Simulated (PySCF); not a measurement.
Isomers of C5H6FNO, mass 115.043 u with the commonest isotopes. Computed with CAM-B3LYP/def2-SVPD in PySCF (dipole) on a GFN2-xTB geometry, gas phase. One conformer each, none proved a minimum here; rigid rotors.

Question: Order these by out-of-plane moment Σ m c² = (Ia + Ib − Ic)/2, smallest first.
A. `[CH:1]#[C:2][C@@H:3]([CH2:4][F:5])[C:6]([NH2:7])=[O:8]` with C2–C3–C4–F5 -78°, C2–C3–C6–N7 39°, C3–C6–N7–H -8° and -179°
B. `[O:1]=[CH:2][NH:3][C@@H:4]1[CH:5]=[CH:6][C@H:7]1[F:8]` with O1–C2–N3–C4 1°, C2–N3–C4–C5 -132°
C. `[CH3:1][c:2]1[cH:3][c:4]([CH2:5][F:6])[n:7][o:8]1` with C3–C4–C5–F6 -24°

Answer: C (4.82 u·Å²), A (13.98 u·Å²), B (28.59 u·Å²).

Question: Order these by dipole moment, largest first.
A. `[O:1]=[CH:2][NH:3][C@@H:4]1[CH:5]=[CH:6][C@H:7]1[F:8]` with O1–C2–N3–C4 1°, C2–N3–C4–C5 -132°
B. `[CH:1]#[C:2][C@@H:3]([CH2:4][F:5])[C:6]([NH2:7])=[O:8]` with C2–C3–C4–F5 -78°, C2–C3–C6–N7 39°, C3–C6–N7–H -8° and -179°
C. `[CH3:1][c:2]1[cH:3][c:4]([CH2:5][F:6])[n:7][o:8]1` with C3–C4–C5–F6 -24°

Answer: A (5.01 D), B (3.86 D), C (2.34 D).

Question: Order these by rotational constant B, largest first.
A. `[CH:1]#[C:2][C@@H:3]([CH2:4][F:5])[C:6]([NH2:7])=[O:8]` with C2–C3–C4–F5 -78°, C2–C3–C6–N7 39°, C3–C6–N7–H -8° and -179°
B. `[CH3:1][c:2]1[cH:3][c:4]([CH2:5][F:6])[n:7][o:8]1` with C3–C4–C5–F6 -24°
C. `[O:1]=[CH:2][NH:3][C@@H:4]1[CH:5]=[CH:6][C@H:7]1[F:8]` with O1–C2–N3–C4 1°, C2–N3–C4–C5 -132°

Answer: A (1764 MHz), C (1333 MHz), B (1288 MHz).

| SMILES | point group | Ia (u·Å²) | Ib (u·Å²) | Ic (u·Å²) | κ | μa (D) | μb (D) | μc (D) |
| --- | --- | --- | --- | --- | --- | --- | --- | --- |
| O=CN[C@@H]1C=C[C@H]1F | C1 | 128.08 | 379.20 | 450.10 | -0.85 | 1.60 | 3.67 | 3.01 |
| C#C[C@@H](CF)C(N)=O | C1 | 201.81 | 286.45 | 460.31 | -0.05 | 1.96 | 3.30 | 0.44 |
| Cc1cc(CF)no1 | C1 | 95.30 | 392.42 | 478.08 | -0.89 | 1.26 | 1.82 | 0.73 |
